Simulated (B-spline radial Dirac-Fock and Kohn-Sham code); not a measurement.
What relativity does to the binding energies of Ta⁴⁴⁺

System: the Ta⁴⁴⁺ ion in the configuration 1s2 2s2 2p6 3s2 3p6 3d10 4s1.

Both columns are ΔSCF binding energies of the configuration average from a radial finite-basis atomic code: non-relativistic Hartree-Fock with a point nucleus, and Dirac-Fock with a finite nucleus and the Coulomb interaction alone, averaged over the two j levels with weights 2j+1.

```csv
shell,Hartree-Fock (eV),Dirac-Fock (eV),shift (eV),shift (%)
1s,64619.7,69983.4,+5363.71,+8.30
2s,12478.2,13918.6,+1440.40,+11.54
2p,12032.0,12526.3,+494.29,+4.11
3p,4209.6,4364.4,+154.83,+3.68
3d,3846.3,3848.6,+2.28,+0.06
4s,2181.9,2318.0,+136.16,+6.24
```

Relativity binds 1s, 2s, 2p, 3p, 3d, 4s more strongly, among those listed most of all 2s in relative terms.

Values without a named source are computed, but for edge energies of neutral atoms, which are taken from tables.
